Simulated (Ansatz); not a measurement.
`C=CB[SeH]` + HBr → `C=CBBr` + H₂Se at 298.15 K and 1 bar (ligand exchange at a B–Se bond).

Isolated molecules relaxed with PBE0-D4/def2-TZVP in Ansatz; ΔE leaves out vibrations. CCSD(T)/CBS adds triple-zeta CCSD(T) − MP2 to the extrapolated MP2 energy (def2 sets, frozen cores). For Br, Se outer-core shells are correlated without core-valence functions, which leaves a few kJ/mol of doubt a bond. Scalar relativity is left out up to krypton. One conformer a species, not always the lowest.

| species | CCSD(T)/CBS energy (Eh) | H − E (kJ/mol) | S (J/(mol·K)) |
| --- | --- | --- | --- |
| `C=CB[SeH]` | -2504.61289 | 184.7 | 316.3 |
| HBr | -2573.91920 | 24.6 | 198.6 |
| `C=CBBr` | -2676.63535 | 162.6 | 309.6 |
| H₂Se | -2401.89790 | 45.8 | 219.1 |

H − E and S are ideal-gas, rigid-rotor, harmonic terms from PBE0-D4/def2-TZVP, for one conformer and one mirror image of each species. 1 Eh = 2625.50 kJ/mol, R = 8.31446 J/(mol·K).

Question: By hand: ΔE, ΔH, ΔS and ΔG.

Answer: ΔE = (-2676.63535) + (-2401.89790) − (-2504.61289) − (-2573.91920) = -0.00116 Eh = -3.0 kJ/mol. Δ(H − E) = 162.6 + 45.8 − 184.7 − 24.6 = -0.9, so ΔH = -3.9 kJ/mol. ΔS = 309.6 + 219.1 − 316.3 − 198.6 = 13.8 J/(mol·K). ΔG = -3.9 − 298.15 × (13.8)/1000 = -8.0 kJ/mol.

Question: By hand: the equilibrium constant, and the temperature at which ΔG would vanish if ΔH and ΔS stayed fixed.

Answer: log₁₀ K = −ΔG/(RT ln 10) = 1.4. ΔH and −TΔS have one sign here, so there is no such temperature.

TΔS isn't small against ΔH here. A doubt of 5 kJ/mol in ΔE shifts log₁₀ K by 0.9 here. Other conformers and mirror images would add mixing entropy, several J/(mol·K) or more a flexible species. These are equilibria of isolated gas molecules and say nothing of rates. Largest T1 diagnostic: 0.013 (customary marks: 0.02 for closed shells, 0.045 for open ones).
